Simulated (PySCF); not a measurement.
Input for PySCF:
```python
from pyscf import gto, scf, dft

mol = gto.Mole()
mol.atom = '''
    Si   -0.006668   -0.002780    0.122759
    H     0.047787    1.131724   -0.834069
    H     0.045568   -1.092808   -0.884561
'''
mol.basis = 'cc-pvdz'
mol.charge = 0
mol.spin = 0
mol.verbose = 4
mol.build()

mf = dft.RKS(mol)
mf.xc = 'blyp'
mf = mf.density_fit(auxbasis='def2-universal-jkfit')
mf.kernel()
```

Question: Give the Mulliken (on the basis functions themselves) charges in atom order at the level PySCF with DF-BLYP/cc-pVDZ.

Answer: Si1 0.14, H2 -0.07, H3 -0.07

Question: What is the computed number of basis functions (DF-BLYP/cc-pVDZ)?

Answer: 28

Question: Predict the HOMO energy from DF-BLYP/cc-pVDZ.

Answer: -5.38 eV

Question: Predict the total energy from DF-BLYP/cc-pVDZ.

Answer: -290.5985 Eh
